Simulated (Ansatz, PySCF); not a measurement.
Bond stretch in H5BS, SMILES [SH2+][BH3-]. The B1–S5 bond (B1 also carries H, H, H; S5 carries H, H) is pulled apart rigidly from the PBE0/def2-TZVP optimised geometry.

Levels of theory: RKS-PBE = restricted PBE/def2-TZVP (Ansatz, a program for electronic structure); UKS-PBE = unrestricted PBE/def2-TZVP (Ansatz); RKS-PBE0 = PySCF 2.14.0 with restricted PBE0/def2-TZVP; UKS-PBE0 = unrestricted PBE0/def2-TZVP (PySCF).

Energies relative to the lowest point of each curve near equilibrium, in kJ/mol; the last columns give the difference from UKS-PBE0:

```csv
R / Å,RKS-PBE,UKS-PBE,RKS-PBE0,UKS-PBE0,RKS-PBE − UKS-PBE0,UKS-PBE − UKS-PBE0,RKS-PBE0 − UKS-PBE0
1.58,136.2,136.2,136.1,136.1,0.1,0.1,0.0
1.69,56.3,56.3,55.9,55.9,0.3,0.3,0.0
1.77,24.9,24.9,24.5,24.5,0.3,0.3,0.0
1.85,8.0,8.0,7.8,7.8,0.2,0.2,0.0
1.92,1.4,1.4,1.3,1.3,0.1,0.1,0.0
1.98,0.0,0.0,0.0,0.0,0.0,0.0,0.0
2.06,2.2,2.2,2.3,2.3,-0.1,-0.1,0.0
2.11,5.2,5.2,5.4,5.4,-0.2,-0.2,0.0
2.18,10.8,10.8,11.1,11.1,-0.3,-0.3,0.0
2.29,21.5,21.5,21.9,21.9,-0.4,-0.4,0.0
2.46,39.3,39.3,39.6,39.6,-0.3,-0.3,0.0
2.66,58.7,58.7,58.7,58.7,0.0,0.0,0.0
2.93,79.9,79.9,79.1,79.1,0.8,0.8,0.0
3.26,97.7,97.7,95.6,95.6,2.1,2.1,0.0
3.52,106.7,106.7,103.6,103.6,3.1,3.1,0.0
3.92,115.0,115.0,110.7,110.7,4.2,4.2,0.0
4.32,119.3,119.3,114.4,114.4,4.9,4.9,0.0
4.87,122.2,122.2,116.8,116.8,5.4,5.4,0.0
5.40,123.6,123.6,118.0,118.0,5.6,5.6,0.0
5.88,124.3,124.3,118.6,118.6,5.7,5.7,0.0
```

RKS-PBE is furthest from UKS-PBE0 at 5.88 (5.7 kJ/mol, above); its mean absolute difference over the points is 1.7 kJ/mol.

UKS-PBE is furthest from UKS-PBE0 at 5.88 (5.7 kJ/mol, above); its mean absolute difference over the points is 1.7 kJ/mol.

RKS-PBE0 is furthest from UKS-PBE0 at 2.46 (0.0 kJ/mol, below); its mean absolute difference over the points is 0.0 kJ/mol.
